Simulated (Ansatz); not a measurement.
`C=NB[SeH]` + `C=C` → `C=CB[SeH]` + `C=N`  (formal exchange of groups at a B–N bond)

Calculated with Ansatz (gas phase, PBE0-D4/def2-TZVP geometries, no zero-point term in ΔE). CBS: MP2 limit from def2 TZ/QZ plus the TZ coupled-cluster correction, frozen cores. This one scheme is used for every species. DFT in def2-TZVPP. B3LYP here is the variant with VWN-RPA as its local correlation; programs differ in this. HSE06 is defined as in plane-wave codes. For Se outer-core shells are correlated without core-valence functions, which leaves a few kJ/mol of doubt a bond. Scalar relativity is left out up to krypton. One conformer a species, not always the lowest.

```json
{"level": "B97M-V", "ΔE (kcal/mol)": "14.6"}
{"level": "ωB97X-V", "ΔE (kcal/mol)": "14.4"}
{"level": "revPBE", "ΔE (kcal/mol)": "16.0"}
{"level": "B3LYP", "ΔE (kcal/mol)": "16.8"}
{"level": "HSE06", "ΔE (kcal/mol)": "15.8"}
{"level": "CAM-B3LYP", "ΔE (kcal/mol)": "16.8"}
{"level": "RPA@PBE/def2-TZVPP", "ΔE (kcal/mol)": "10.9"}
{"level": "CCSD(T)/def2-TZVPP", "ΔE (kcal/mol)": "13.0"}
```

Task: What does CCSD(T)/CBS give? (Estimate.)

Result: The calculation gave: +13.5 kcal/mol. The listed levels differ from it by 1.1, 0.9, 2.5, 3.3, 2.3, 3.3, -2.6, -0.5 kcal/mol.

Largest T1 diagnostic among the species: 0.013.

At CCSD(T), def2-SVP lies +2.4 kcal/mol from the extrapolated value and def2-TZVPP −0.5 kcal/mol. From PBE to PBE0 (25 % exact exchange), in def2-TZVPP and without D4, ΔE moves by −0.9 kcal/mol. Leaving LDA and LC-ωPBE aside and taking each functional with its dispersion term where it has one, the values, not all of them listed here, spread over 2.7 kcal/mol, from PBE-QIDH to BLYP-D4. LDA lies +2.5 kcal/mol from PBE without D4.
